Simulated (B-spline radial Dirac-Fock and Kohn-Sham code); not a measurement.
**Elastic and transport cross sections of lutetium for electrons**

These are calculated numbers from a radial B-spline solver; the model is relativistic (Dirac) partial waves in the static field of the Dirac-Fock atom with Furness-McCarthy exchange, without polarisation or absorption potentials. σ_tr1 and σ_tr2 weight the cross section with 1 − P₁ and 1 − P₂ of cos θ; "backward" is the share scattered beyond 90°.

| energy (eV) | σ (a₀²) | σ_tr1 (a₀²) | σ_tr2 (a₀²) | σ/σ_tr1 | backward (%) |
| --- | --- | --- | --- | --- | --- |
| 652 | 12.9 | 3.25 | 3.15 | 3.98 | 11 |
| 909 | 11.0 | 2.60 | 2.22 | 4.22 | 11 |
| 1000 | 10.5 | 2.40 | 2.02 | 4.35 | 11 |
| 1120 | 9.87 | 2.17 | 1.82 | 4.54 | 10 |
| 1320 | 9.08 | 1.86 | 1.57 | 4.89 | 9.3 |
| 1500 | 8.50 | 1.63 | 1.42 | 5.21 | 8.6 |
| 1620 | 8.16 | 1.50 | 1.33 | 5.43 | 8.2 |
| 1910 | 7.48 | 1.25 | 1.17 | 5.97 | 7.1 |
| 2000 | 7.30 | 1.19 | 1.13 | 6.14 | 6.9 |
| 2010 | 7.28 | 1.18 | 1.13 | 6.16 | 6.8 |
| 2780 | 6.13 | 0.803 | 0.867 | 7.63 | 5.1 |
| 3000 | 5.88 | 0.731 | 0.812 | 8.05 | 4.7 |
| 3770 | ? | ? | ? | ? | ? |
| 3800 | 5.17 | 0.540 | 0.657 | 9.58 | 3.7 |

Q: Fill in the row for 3.77 keV.

A: σ = 5.20 a₀², σ_tr1 = 0.546 a₀², σ_tr2 = 0.662 a₀², σ/σ_tr1 = 9.52, backward 3.8 %. The ratio σ/σ_tr1 is roughly the number of elastic collisions that randomise the direction.
